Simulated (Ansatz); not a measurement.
C3H4FI, SMILES `FC1(I)CC1`, one more setting.

```yaml
crystal:
  periodic: [false, false, false]
  atoms:
    - {symbol: F, position_ang: [0.347539, -1.736969, -0.693404]}
    - {symbol: C, position_ang: [-0.197609, -0.510639, -0.513993]}
    - {symbol: I, position_ang: [-1.762817, -0.160921, -1.891971]}
    - {symbol: C, position_ang: [0.716229, 0.578679, -0.110030]}
    - {symbol: C, position_ang: [-0.281160, -0.008629, 0.873777]}
    - {symbol: H, position_ang: [1.756559, 0.300716, 0.009038]}
    - {symbol: H, position_ang: [0.540938, 1.575387, -0.491404]}
    - {symbol: H, position_ang: [0.104603, -0.672038, 1.638502]}
    - {symbol: H, position_ang: [-1.135683, 0.588112, 1.162385]}
basis:
  gaussian: {orbitals: def2-SVPD, fitting: {mean_field: cc-pVTZ-jkfit}, final_grid: {core_spheres: 8, valence_spheres: 7, degree: 23}, nuclear_model: gaussian}
hamiltonian: {xc: {name: B3LYP}}
```

```sh
$ ansatz run in.yaml --threads 4 --pin off --events-out ev --progress --plain --max-ram 10444MiB
```

Shortened log:

```
Functional definition: B3LYP
Error: <dir> the basis set cc-pVTZ-JKFIT has no functions for I
```
